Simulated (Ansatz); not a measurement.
`CBC(Cl)=C=S` + dimethyl ether → `CBCOC` + `S=C=CCl`  (formal exchange of groups at a B–C bond)

Program: Ansatz. Geometries: PBE0-D4/def2-TZVP. ΔE: electronic, gas phase. CCSD(T)/CBS is the MP2 limit (def2-TZVPP, def2-QZVPP) plus CCSD(T) − MP2 in def2-TZVPP, frozen cores. DFT in def2-TZVPP. B3LYP here is the variant with VWN-RPA as its local correlation; programs differ in this. Each species was taken in one conformer, which may not be the lowest.

```tsv
level	ΔE (kJ/mol)
r2SCAN-D4	71.8
PBE0	65.5
B3LYP	65.0
CCSD/def2-TZVPP	61.9
```

**Question.** What does CCSD(T)/CBS give? (Best estimate.)

**Answer.** The calculation gave: +65.9 kJ/mol. The listed levels differ from it by 5.9, -0.4, -0.9, -4.0 kJ/mol.

Largest T1 diagnostic among the species: 0.015.

In def2-TZVPP, CCSD(T) changes the Hartree–Fock value by +7.7 kJ/mol (the triples alone add +4.6 kJ/mol) and MP2 by +17.2 kJ/mol. From PBE to PBE0 (25 % exact exchange), in def2-TZVPP and without D4, ΔE moves by −3.4 kJ/mol.
